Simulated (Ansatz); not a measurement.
Ansatz (a program for electronic structure) input (B3LYP/6-31G*):

Ansatz 0.2 input:
```yaml
crystal:
  periodic: [false, false, false]
  atoms:
    - {symbol: C, position_ang: [1.30797600, -0.11530800, -0.13642300]}
    - {symbol: C, position_ang: [0.12161200, -0.00590500, -0.01561900]}
    - {symbol: O, position_ang: [-1.16888300, 0.18455800, 0.07224300]}
    - {symbol: H, position_ang: [2.35837500, -0.21907000, -0.23917900]}
    - {symbol: H, position_ang: [-1.58484200, -0.53011900, 0.57348800]}
basis:
  gaussian:
    orbitals: 6-31G*
hamiltonian:
  xc: {name: B3LYP}
relax: {f_tol: 0.003, max_steps: 120}
```

Output:

```
Functional definition: B3LYP
integrals: 0.01 GiB planned
526 factors; integrals over basis functions are off by at most 3.7e-4 eV
mean field: 0.11 GiB planned
mean field evaluation 1: about -4146.4731 eV, gradient 4.4e1 eV
mean field evaluation 2: about -4145.7496 eV, gradient 4.7e1 eV
mean field evaluation 4: about -4150.5675 eV, gradient 2.4e0 eV
mean field evaluation 8: about -4150.5766 eV, gradient 1.7e-2 eV
mean field -4150.57664883 eV, -152.5308784827 hartree, gradient 7.5e-5 eV, S^2 0.000000; 0 other end points of the search recorded, 0 dependent functions left out
the calculation of the forces begins
reference -4150.57679911 eV, -152.5308840054 hartree; 11, 11 occupied and 38, 38 virtual orbitals, 526 factors
relax step   1: F+E_penalty+E_count = -4150.57664883 eV  Δ(F+E_penalty+E_count) = +0.000e0 eV  max|allowed force component| = 7.814e-1 eV/Å  Δτ_max = 0.0000 Å  (24 SCF iters, accepted)
these checks for a lower state are left out or cut short: starts, cluster_reference, orbital_swaps, neighbouring_geometries, increment
integrals: 0.01 GiB planned
526 factors; integrals over basis functions are off by at most 3.8e-4 eV
mean field: 0.11 GiB planned
mean field evaluation 16: about -4150.5842 eV, gradient 9.0e-4 eV
mean field -4150.58307975 eV, -152.5311148147 hartree, gradient 1.1e-5 eV, S^2 0.000000; 0 other end points of the search recorded, 0 dependent functions left out
the calculation of the forces begins
reference -4150.58323054 eV, -152.5311203561 hartree; 11, 11 occupied and 38, 38 virtual orbitals, 526 factors
relax step   2: F+E_penalty+E_count = -4150.58307975 eV  Δ(F+E_penalty+E_count) = -6.431e-3 eV  max|allowed force component| = 2.008e-1 eV/Å  Δτ_max = 0.0092 Å  (28 SCF iters, accepted)
these checks for a lower state are left out or cut short: starts, cluster_reference, orbital_swaps, neighbouring_geometries, increment
integrals: 0.01 GiB planned
526 factors; integrals over basis functions are off by at most 3.8e-4 eV
mean field: 0.11 GiB planned
mean field -4150.58359488 eV, -152.5311337451 hartree, gradient 1.2e-5 eV, S^2 0.000000; 0 other end points of the search recorded, 0 dependent functions left out
the calculation of the forces begins
reference -4150.58374577 eV, -152.5311392905 hartree; 11, 11 occupied and 38, 38 virtual orbitals, 526 factors
relax step   3: F+E_penalty+E_count = -4150.58359488 eV  Δ(F+E_penalty+E_count) = -5.151e-4 eV  max|allowed force component| = 4.613e-2 eV/Å  Δτ_max = 0.0027 Å  (23 SCF iters, accepted)
these checks for a lower state are left out or cut short: starts, cluster_reference, orbital_swaps, neighbouring_geometries, increment
integrals: 0.01 GiB planned
526 factors; integrals over basis functions are off by at most 3.8e-4 eV
mean field: 0.11 GiB planned
mean field evaluation 32: about -4150.5836 eV, gradient 4.2e-2 eV
mean field -4150.58362865 eV, -152.5311349864 hartree, gradient 1.1e-5 eV, S^2 0.000000; 0 other end points of the search recorded, 0 dependent functions left out
the calculation of the forces begins
reference -4150.58377936 eV, -152.5311405249 hartree; 11, 11 occupied and 38, 38 virtual orbitals, 526 factors
relax step   4: F+E_penalty+E_count = -4150.58362865 eV  Δ(F+E_penalty+E_count) = -3.378e-5 eV  max|allowed force component| = 4.829e-2 eV/Å  Δτ_max = 0.0082 Å  (28 SCF iters, accepted)
these checks for a lower state are left out or cut short: starts, cluster_reference, orbital_swaps, neighbouring_geometries, increment
integrals: 0.01 GiB planned
526 factors; integrals over basis functions are off by at most 3.8e-4 eV
mean field: 0.11 GiB planned
mean field -4150.58376562 eV, -152.5311400198 hartree, gradient 1.9e-5 eV, S^2 0.000000; 0 other end points of the search recorded, 0 dependent functions left out
the calculation of the forces begins
reference -4150.58391647 eV, -152.5311455635 hartree; 11, 11 occupied and 38, 38 virtual orbitals, 526 factors
relax step   5: F+E_penalty+E_count = -4150.58376562 eV  Δ(F+E_penalty+E_count) = -1.370e-4 eV  max|allowed force component| = 6.063e-3 eV/Å  Δτ_max = 0.0033 Å  (22 SCF iters, accepted)
these checks for a lower state are left out or cut short: starts, cluster_reference, orbital_swaps, neighbouring_geometries, increment
integrals: 0.01 GiB planned
526 factors; integrals over basis functions are off by at most 3.8e-4 eV
mean field: 0.11 GiB planned
mean field -4150.58377347 eV, -152.5311403083 hartree, gradient 5.5e-5 eV, S^2 0.000000; 0 other end points of the search recorded, 0 dependent functions left out
the calculation of the forces begins
reference -4150.58392435 eV, -152.5311458532 hartree; 11, 11 occupied and 38, 38 virtual orbitals, 526 factors
relax step   6: F+E_penalty+E_count = -4150.58377347 eV  Δ(F+E_penalty+E_count) = -7.850e-6 eV  max|allowed force component| = 2.662e-3 eV/Å  Δτ_max = 0.0015 Å  (19 SCF iters, accepted)
integrals: 0.01 GiB planned
526 factors; integrals over basis functions are off by at most 3.8e-4 eV
mean field: 0.11 GiB planned
mean field evaluation 64: about -4150.5838 eV, gradient 7.5e-6 eV
mean field -4150.58377347 eV, -152.5311403083 hartree, gradient 5.5e-5 eV, S^2 0.000000; 1 other end points of the search recorded, 0 dependent functions left out
the calculation of the forces begins
reference -4150.58392435 eV, -152.5311458532 hartree; 11, 11 occupied and 38, 38 virtual orbitals, 526 factors
Total energy: -4150.58392435 eV, -152.5311458532 hartree
Atom 0 at     1.313348    -0.112197    -0.139168 Å, force     0.002662    -0.000878     0.000115 eV/Å
Atom 1 at     0.118905    -0.001480    -0.017888 Å, force    -0.001288    -0.000239     0.000349 eV/Å
Atom 2 at    -1.180711     0.189320     0.071210 Å, force     0.000261     0.001421    -0.000907 eV/Å
Atom 3 at     2.366956    -0.225037    -0.236899 Å, force    -0.001501     0.000643    -0.000155 eV/Å
Atom 4 at    -1.584260    -0.536450     0.577254 Å, force    -0.000134    -0.000947     0.000598 eV/Å
Dipole moment:    -0.143418    -0.286076     0.196994 e Å
```

The geometry given is a B3LYP-D3(BJ)/def2-TZVP minimum.
